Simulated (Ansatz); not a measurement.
C2H8OSi2 can be A, `C=C[SiH2]O[SiH3]`, or B, `C1C[SiH2][SiH2]O1`.

Calculated with Ansatz (gas phase, PBE0-D4/def2-TZVP geometries, no zero-point term in ΔE). CBS: MP2 limit from def2 TZ/QZ plus the TZ coupled-cluster correction, frozen cores. DFT in def2-TZVPP. B3LYP here is the variant with VWN-RPA as its local correlation; programs differ in this. One conformer a species, not always the lowest.

Task: Which isomer does CCSD(T)/CBS put lower? Give the gap. (An estimate is asked.)

Result: Ansatz gave: A, by 99.2 kJ/mol.

Task: Give E(B) − E(A) in kJ/mol with B2PLYP, B3LYP-D4, MP2/def2-TZVPP, r2SCAN-D4, HF/def2-TZVPP, ωB97M-V, BLYP-D4. (An estimate is asked.)

Result: Ansatz gave: B2PLYP 106.1, B3LYP-D4 102.0, MP2/def2-TZVPP 99.2, r2SCAN-D4 81.8, HF/def2-TZVPP 142.1, ωB97M-V 92.6, BLYP-D4 102.5. None reverses the order clearly.

Task: Does the order hold for the free energy at 298.15 K (harmonic terms from PBE0-D4)? (An estimate is asked.)

Result: Ansatz gave: Yes: G(B) − G(A) = +123.9 kJ/mol, for one conformer each. Modes under 60 cm⁻¹, often nearly free rotors, make the harmonic entropy too high.

Largest T1 diagnostic: 0.013.

At CCSD(T), def2-SVP lies −18.8 kJ/mol from the extrapolated value and def2-TZVPP −1.5 kJ/mol. The D4 term adds −4.8 kJ/mol with B3LYP and −2.1 kJ/mol with PBE0; it sums over pairs of atoms, weighted by their polarisabilities, and B3LYP, whose exchange is more repulsive, gets the larger term.
